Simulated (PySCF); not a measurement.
Ca(Cl)2 cation (CaCl₂), SMILES [Cl][Ca][Cl] (connectivity only; charge and spin as stated), charge +1, multiplicity 2.

The structure is a stationary point at B3LYP-D3(BJ)/def2-TZVP. The multiplicity is an assumed one; other spin states were not compared. The isomer is the one that the SMILES or the coordinates give; other isomers of the formula were not compared.

Calculation: IEF-PCM-PBE0/def2-SVP (PySCF 2.14.0).

The values are the electrostatic part of the solvation free energy, E(continuum) − E(gas) at the gas-phase geometry, in a cavity of scaled van der Waals radii (PySCF's table); cavitation and dispersion terms are not included. A continuum can't describe solvent molecules that bind to the metal.

```json
[
 {"solvent": "water", "ε": "78.36", "ΔG(elec) (kcal/mol)": "___"},
 {"solvent": "diethylether", "ε": "4.24", "ΔG(elec) (kcal/mol)": "-51.3"},
 {"solvent": "tetrahydrofuran", "ε": "7.43", "ΔG(elec) (kcal/mol)": "-58.7"}
]
```

Problem. Some entries are withheld; supply them. (The exact figures need the calculation; the answer reports its results.)

Solution. 
- water, ΔG(elec) (kcal/mol): -67.9
